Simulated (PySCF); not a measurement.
Ho⁵³⁺ (holmium, charge +53): Hartree-Fock from Schrödinger to Dirac-Coulomb-Breit

Occupied: 1s1/2, 2s1/2, 2p1/2, 2p3/2, 3s1/2, 3p1/2. Hartree-Fock calculated with PySCF 2.14 in an uncontracted even-tempered set (20 s from 6.5 bohr⁻², ratio 2.3; 16 p from 7.8 bohr⁻², ratio 2.3), Gaussian nucleus throughout. NR is non-relativistic, sf-X2C the spin-free one-electron X2C Hamiltonian, X2C adds the bare one-electron spin-orbit term, X2C-SNSO screens it by Boettger's factors, DC is four-component Dirac-Coulomb, and the Gaunt and Breit terms are added at first order (total energies over the DC spinors, levels after relaxing the spinors in that mean field). QED terms are absent. Levels marked empty are virtual spinors of this ion; the basis has s and p functions only, so 3d, which can lie below the n = 4 levels, is absent.

| level (eV) | X2C | X2C-SNSO |
| --- | --- | --- |
| 1s1/2 | -59831.2 | -59832.3 |
| 2s1/2 | -13219.1 | -13219.6 |
| 2p1/2 | -12815.9 | -12794.1 |
| 2p3/2 | -11887.5 | -11895.5 |
| 3s1/2 | -5284.7 | -5284.9 |
| 3p1/2 | -5146.3 | -5140.7 |
| 3p3/2 (empty) | -4802.0 | -4804.1 |
| 4s1/2 (empty) | -2754.9 | -2754.9 |

Problem. Where do the four-component calculations put these levels?

Solution. 1s1/2: DC -59893.0, DC+Gaunt -59715.9, DC+Breit -59728.0; 2s1/2: DC -13227.8, DC+Gaunt -13208.9, DC+Breit -13210.3; 2p1/2: DC -12798.7, DC+Gaunt -12766.4, DC+Breit -12769.7; 2p3/2: DC -11901.4, DC+Gaunt -11879.8, DC+Breit -11883.0; 3s1/2: DC -5286.9, DC+Gaunt -5282.1, DC+Breit -5282.7; 3p1/2: DC -5141.9, DC+Gaunt -5133.7, DC+Breit -5134.8; 3p3/2 (empty): DC -4805.3, DC+Gaunt -4800.1, DC+Breit -4801.1; 4s1/2 (empty): DC -2755.6, DC+Gaunt -2753.8, DC+Breit -2754.1 (eV).

```json
{"Hamiltonian": "X2C", "E (hartree)": "-9681.9322", "E − E(DC) (hartree)": "3.0085", "CPU seconds": "0.45"}
{"Hamiltonian": "X2C-SNSO", "E (hartree)": "-9680.9934", "E − E(DC) (hartree)": "3.9474", "CPU seconds": "0.45"}
{"Hamiltonian": "DC", "E (hartree)": "-9684.9407", "E − E(DC) (hartree)": "0.0000", "CPU seconds": "20"}
{"Hamiltonian": "DC+Gaunt", "E (hartree)": "-9673.7190", "E − E(DC) (hartree)": "11.2217", "CPU seconds": "33"}
{"Hamiltonian": "DC+Breit", "E (hartree)": "-9674.7369", "E − E(DC) (hartree)": "10.2039", "CPU seconds": "95"}
```

Weight of the small component: 1s1/2 0.0628, 2s1/2 0.0144, 2p1/2 0.0143, 2p3/2 0.0132, 3s1/2 0.00552, 3p1/2 0.00544, 3p3/2 0.00512, 4s1/2 0.00277.

Koopmans' value for the highest occupied level at DC+Breit: 5134.8 eV, against an ionisation energy of 5135 ± 5 eV (theoretical estimate listed by NIST; NIST Atomic Spectra Database, ionization energies); the former lacks relaxation, correlation, QED and recoil.

The whole ladder took 150 s of wall time on 1 thread of Neoverse-V1 (shared host), launched as `OMP_NUM_THREADS=1 python relrun2.py TASK.json OUT` (a driver that calls PySCF for each Hamiltonian).
